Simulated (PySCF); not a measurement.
A structure optimised at PBE-D3(BJ)/def2-SVP, used in a PySCF frequency run:

```
C
H 1 1.0985
C 1 1.4035 2 120.85
H 3 1.1017 1 119.50 2 0.00
C 1 1.4066 2 119.31 3 180.00
C 3 1.4124 4 119.75 1 180.00
C 6 1.3837 3 115.97 4 180.00
C 7 1.3820 6 126.82 3 0.00
H 8 1.1003 7 123.89 6 180.00
H 6 1.1008 7 122.92 8 180.00
Cl 5 1.7464 1 119.56 2 0.00
```
Charge 0, spin multiplicity 2.

Write its SMILES, formula and point group.

Clc1c[c]ccc1, C₆H₄Cl, Cs

What are its rotational constants (standard atomic weights)?

6.0134, 1.5594, 1.2383 GHz
